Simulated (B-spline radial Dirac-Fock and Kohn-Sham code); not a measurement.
## K-line shifts caused by a second vacancy in Pr

System: the free praseodymium atom, configuration [Xe] 4f3 6s2.

Model: relaxed Dirac-Fock hole states (ΔSCF) with Breit and QED corrections and a finite nucleus. Program: a radial atomic solver. Each two-hole energy is an average over J within one jj subconfiguration, not an observable level; in light atoms, where LS coupling holds, the j-resolved values are not observed lines, and for a K spectator the Kα1 hypersatellite is nearly forbidden. Correlation and solid-state effects are left out.

Lines without a spectator: Kα2 (K-L2) 35547.4 eV, Kα1 (K-L3) 36023.8 eV, Kβ3 (K-M2) 40648.8 eV, Kβ1 (K-M3) 40745.0 eV. Shifts in eV with one spectator hole (a dash: not computed, or left out as unreliable):

```
spectator hole    Kα2     Kα1     Kβ3     Kβ1
    L2 (2p1/2)  +83.2  +107.2       –  +219.1
    L3 (2p3/2)  +74.5   +77.0  +184.0       –
    M2 (3p1/2)      –  +14.28   +30.7   +36.8
    M3 (3p3/2)  +9.46       –  +29.49  +29.17
    M4 (3d3/2)  +2.46   -0.71       –       –
    M5 (3d5/2)  -1.59   +1.07       –       –
```

Question: Where does the K-L3 hypersatellite lie, emitted when both K electrons are missing?

Answer: +745.5 eV from the normal line, at 36769.3 eV. Removing both K electrons costs 84980.3 eV, which is 998.6 eV more than twice the K binding energy.

With n spectator holes in 2p, averaged over the 2p shell (energies in eV):

```
n     KαLⁿ   step  hypersatellite KαʰLⁿ
0  35865.0      –               36599.6
1  35949.8  +84.8               36686.0
2  36036.0  +86.2               36773.8
3  36123.5  +87.6               36863.0
4  36212.5  +88.9               36953.6
5  36302.8  +90.3               37045.6
```
